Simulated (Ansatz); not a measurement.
# Which method gave which barrier?

Saddle point of Si2NH9S, closed shell (SiNH₅S ([NH2][SiH2][SH]) + SiH₄ → Si₂NH₇ ([NH2][SiH2][SiH3]) + H₂S; bonds formed: Si1–Si7, S2–H6; bonds broken: Si1–S2, H6–Si7), PBE0-D4/def2-TZVP structure:

Si1  (-0.749, 0.240, 0.677)
S2  (0.955, -0.163, 2.530)
H3  (-1.387, -0.917, 1.333)
H4  (-0.614, 1.670, 1.016)
N5  (-1.732, 0.379, -0.739)
H6  (0.879, -0.337, 0.705)
Si7  (1.058, -0.566, -1.030)
H8  (1.694, 0.941, 2.333)
H9  (-2.187, -0.407, -1.175)
H10  (-1.734, 1.197, -1.327)
H11  (0.291, -1.676, -1.645)
H12  (1.067, 0.645, -1.888)
H13  (2.459, -1.009, -0.790)
(Å)

Ansatz 0.2.0; basis: def2-TZVPP, with def2-QZVPP for the basis limit; cores frozen in the correlated methods. Extrapolation: Hartree–Fock as exp(−7.88 √X), correlation as X^−2.97. Four methods, as single points on the PBE0-D4 structures, gave these electronic barriers from the start structure: 1.828, 2.358, 2.717, 3.582 eV.

**Question.** The methods were, in alphabetical order, CCSD(T), HF, PBE0-D4, SPW92. Which gave which? (A judgement: the text doesn't fix the answer.)

**Answer.** Computed: SPW92 1.828; PBE0-D4 2.358; CCSD(T) 2.717; HF 3.582 eV. For comparison, CCSD(T) at an estimated basis limit (MP2 extrapolated from triple and quadruple zeta, plus CCSD(T) − MP2 in triple zeta) gives 2.654 eV.

T1 diagnostic: at most 0.014.

Labels in which every atom is bracketed show which atoms are joined, not bond orders.

For scale, one of the runs: CCSD(T)/def2-TZVPP, 283 basis functions, launched by `ansatz run in.yaml --threads 8 --pin off --events-out ev --progress --plain --max-ram 19148MiB`. Hardware: 8 CPU threads of an AMD EPYC 7R43, shared host. Wall time 74 s; peak host memory 7.6 GiB.
